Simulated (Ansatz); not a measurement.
Two structures of SiH$_{4}$SO$_{3}$, closed shell, reached by relaxing down either side of one saddle point (PBE0-D4/def2-TZVP). Energies are electronic, without zero-point energy. Ansatz 0.2.0; basis: def2-TZVPP and def2-QZVPP; cores frozen in the correlated methods. Extrapolation: Hartree–Fock as exp(−7.88 √X), correlation as X^−2.97. First:

```
9
angstrom
Si -0.1069 -0.0228 0.0148
S 1.4203 1.4435 0.2004
O 0.2014 -1.3949 0.8394
H 0.4530 -1.2865 1.7577
O -1.4021 0.8004 0.5763
O -0.2969 -0.5791 -1.5058
H 2.3599 0.6156 -0.2879
H -2.2417 0.3374 0.5941
H -0.3870 0.0865 -2.1893
```

Second:

Si1  (-0.466, -0.480, -0.151)
S2  (1.498, 0.901, 0.517)
O3  (-0.199, -1.707, 0.705)
H4  (1.480, 0.370, 1.752)
O5  (-1.643, 0.621, 0.143)
O6  (-0.156, -0.364, -1.748)
H7  (2.322, -0.058, 0.060)
H8  (-2.137, 0.452, 0.949)
H9  (-0.699, 0.265, -2.228)
(Å)

Problem. Which bonds change from the first to the second?

Solution. SiH₄SO₃ ([OH][Si]([OH])([OH])[SH]) → SiH₂O₃ ([O][Si]([OH])[OH]) + H₂S (still joined by a long Si–S bond); bonds formed: S2–H4; bonds broken: O3–H4; bonds weakened to dative contacts: Si1–S2.

Problem. Give the saddle point's structure and its height above each. (An estimate is asked for; the value comes from the calculation.)

Solution. Computed: 2.183 eV above the first and 0.166 eV above the second (CCSD(T) at an estimated basis limit (MP2 extrapolated from triple and quadruple zeta, plus CCSD(T) − MP2 in triple zeta)).
```
9
angstrom
Si -0.4087 -0.3630 -0.0622
S 1.4856 0.9362 0.7940
O -0.0502 -1.4546 0.9622
H 1.2018 -0.3489 1.3338
O -1.7061 0.6142 0.0674
O -0.0784 -0.4747 -1.6468
H 2.3182 0.4312 -0.1322
H -2.1618 0.5767 0.9115
H -0.6006 0.0832 -2.2278
```

T1 diagnostic: at most 0.015.

Labels in which every atom is bracketed show which atoms are joined, not bond orders.

For scale, one of the runs: CCSD(T)/def2-TZVPP, 233 basis functions, launched by `ansatz run in.yaml --threads 4 --pin off --events-out ev --progress --plain --max-ram 9574MiB`. The run took 2 min on 4 CPU threads of an Arm Neoverse V2 (shared host), with 4.1 GiB of host memory at its peak.
